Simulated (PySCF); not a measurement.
Mayer bond orders and bond lengths

Species: C3H7FO3S.
Atom-mapped SMILES: `[CH3:1][O:2][C@H:3]([F:4])[S:5]([CH3:6])(=[O:7])=[O:8]` (hydrogens: H9, H10, H11 on C1; H12 on C3; H13, H14, H15 on C6)

Geometry (GFN2-xTB, Å), atoms numbered from 1 in this order:
```xyz
15
C3H7FO3S angstrom
C     -2.1419    0.3371   -0.2021
O     -1.1126    0.6269    0.7348
C     -0.4022   -0.4607    1.1496
F      0.1996   -0.1577    2.3231
S      1.0017   -0.7789   -0.0500
C      1.9892    0.7267    0.1005
O      1.7568   -1.9163    0.3868
O      0.4127   -0.8339   -1.3618
H     -2.8531   -0.3814    0.2163
H     -2.6408    1.2855   -0.3862
H     -1.7186   -0.0555   -1.1290
H     -0.9964   -1.3768    1.2822
H      2.4054    0.7481    1.0985
H      2.7697    0.6816   -0.6481
H      1.3261    1.5631   -0.0761
```

Bond orders from the PBE0/pcSseg-1 density (PySCF). The structure is a single GFN2-xTB conformer in the gas phase; no vibrational or solvent corrections.

Q: Where do the orders between heavy atoms depart from those drawn in the SMILES?

A: The largest departure is 0.311, at S5–O8 (drawn double, 1.689). Drawn single, order below 0.88: C1–O2 (0.872), C3–S5 (0.761) and S5–C6 (0.876). Drawn double or triple, more than 0.30 short of the drawn order: S5–O8 (1.689).

Q: Give the Mayer order of every bond between heavy atoms, beside its length.

A: 
```csv
bond,drawn as,length (Å),Mayer order
C1–O2,single,1.422,0.872
O2–C3,single,1.364,0.987
C3–F4,single,1.353,0.936
C3–S5,single,1.874,0.761
S5–C6,single,1.807,0.876
S5–O7,double,1.433,1.747
S5–O8,double,1.439,1.689
```

By pair of heavy elements: C–O: lowest C1–O2 (0.872, 1.422 Å), highest O2–C3 (0.987, 1.364 Å). C–S: lowest C3–S5 (0.761, 1.874 Å), highest S5–C6 (0.876, 1.807 Å). O–S: lowest S5–O8 (1.689, 1.439 Å), highest S5–O7 (1.747, 1.433 Å).

Q: And the bonds to hydrogen?

A: C–H: 0.92 to 0.97 (7 bonds).

Q: Sum the orders of all bonds at each heavy atom with more than one neighbour and set the sums beside the valence in the SMILES.

A: C1 3.750 (drawn 4), O2 1.859 (drawn 2), C3 3.606 (drawn 4), S5 5.073 (drawn 6), C6 3.686 (drawn 4). Orders between atoms that aren't bonded are not in these sums.

For a closed shell the Mayer order of atoms A and B is Σ (PS)μν (PS)νμ over the basis functions μ on A and ν on B, with P the density and S the overlap matrix.

The run behind these numbers computed NMR shieldings as well. On one thread, Arm Neoverse V1 (aarch64) (shared host), this took 37 s of wall time and 0.81 GiB of memory at its peak.
